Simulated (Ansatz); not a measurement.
A series at Sn: from `[Cl][Sn]([Cl])([Cl])[Br]`, ligands are replaced one by one, each step taking up H₂ and setting free HCl; n counts the steps. Ansatz, PBE0-D4/def2-TZVP geometries.

| n | molecule | HOMO energy, ωB97M-V/def2-TZVPP (eV) |
| --- | --- | --- |
| 0 | `[Cl][Sn]([Cl])([Cl])[Br]` | -11.53 |
| 1 | `[Cl][SnH]([Cl])[Br]` | -11.19 |
| 2 | `[Cl][SnH2][Br]` | ? |
| 3 | `[Br][SnH3]` | -10.36 |

Problem. By hand: fit a straight line y = ȳ + b (n − n̄) to the 3 given rows and predict n = 2.

Solution. n̄ = 1.333, ȳ = -11.027; Σ(n − n̄)(y − ȳ) = 1.837, Σ(n − n̄)² = 4.667, so b = 0.394 eV a step. Prediction: -11.027 + (0.394) × (0.667) = -10.76 eV.

Problem. By hand: compare with the computed value, -10.75 eV, and give the steps along the whole series.

Solution. The line misses by 0.01 eV (computed minus predicted). Steps: 0.34, 0.44, 0.39 eV.

The steps differ by up to 0.10 eV without a steady trend. The highest orbital can change its character along such a series. The miss is 0.9 % of the series' range.

Spin–orbit coupling is left out; it splits and shifts lone-pair levels of the heavy atoms by tenths of an eV.
